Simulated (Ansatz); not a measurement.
Consider the formal exchange of groups at the Si–N bond: `[SiH3]N[SiH]1CO1` + BH₃ → `B[SiH]1CO1` + `N[SiH3]`.

Gas-phase electronic energies from Ansatz, PBE0-D4/def2-TZVP geometries. CCSD(T)/CBS is the MP2 limit (def2-TZVPP, def2-QZVPP) plus CCSD(T) − MP2 in def2-TZVPP, frozen cores. This one scheme is used for every species. One conformer a species, not always the lowest.

`[SiH3]N[SiH]1CO1`:

Z-matrix (Å, degrees):
```
Si
N 1 1.734
H 1 1.487 2 111.3
H 1 1.483 2 107.0 3 119.8
H 1 1.487 2 111.2 3 -120.3
Si 2 1.701 1 128.8 3 -119.8
H 2 1.012 1 116.0 3 62.7
O 6 1.648 2 119.6 1 -135.9
C 6 1.799 2 124.6 1 162.9
H 6 1.475 2 108.5 1 3.6
H 9 1.088 6 123.6 2 -159.7
H 9 1.089 6 122.1 2 4.5
```

BH₃:

```xyz
4

B     0.000    0.000    0.000
H    -0.147   -0.865    0.809
H    -0.738    0.938   -0.011
H     0.885   -0.072   -0.797
```

`B[SiH]1CO1`:

Z-matrix (Å, degrees):
```
Si
C 1 1.837
O 1 1.685 2 47.9
B 1 1.974 2 116.7 3 -106.0
H 1 1.482 2 117.2 3 97.8
H 2 1.088 1 122.1 3 101.6
H 2 1.089 1 119.1 3 -103.0
H 4 1.194 1 119.5 2 46.5
H 4 1.195 1 121.5 2 -128.8
```

`N[SiH3]`:

Z-matrix (Å, degrees):
```
Si
N 1 1.720
H 1 1.486 2 107.9
H 1 1.494 2 116.0 3 -120.3
H 1 1.486 2 107.9 3 119.4
H 2 1.007 1 119.6 3 -168.6
H 2 1.007 1 119.6 3 49.2
```

| species | CCSD(T)/CBS(def2) energy (Eh) |
| --- | --- |
| `[SiH3]N[SiH]1CO1` | -750.33175 |
| BH₃ | -26.55200 |
| `B[SiH]1CO1` | -430.04378 |
| `N[SiH3]` | -346.80422 |

Q: Work out ΔE.

A: ΔE = (-430.04378) + (-346.80422) − (-750.33175) − (-26.55200) = 0.03575 Eh = +93.9 kJ/mol.

Largest T1 diagnostic among the species: 0.018.

In def2-TZVPP, CCSD(T) changes the Hartree–Fock value by −18.9 kJ/mol (the triples alone add −3.1 kJ/mol) and MP2 by −9.3 kJ/mol. From PBE to PBE0 (25 % exact exchange), in def2-TZVPP and without D4, ΔE moves by +14.5 kJ/mol. The D4 term adds +6.6 kJ/mol with B3LYP and +3.8 kJ/mol with PBE0; it sums over pairs of atoms, weighted by their polarisabilities, and B3LYP, whose exchange is more repulsive, gets the larger term.

B3LYP here is the variant with VWN-RPA as its local correlation; programs differ in this.
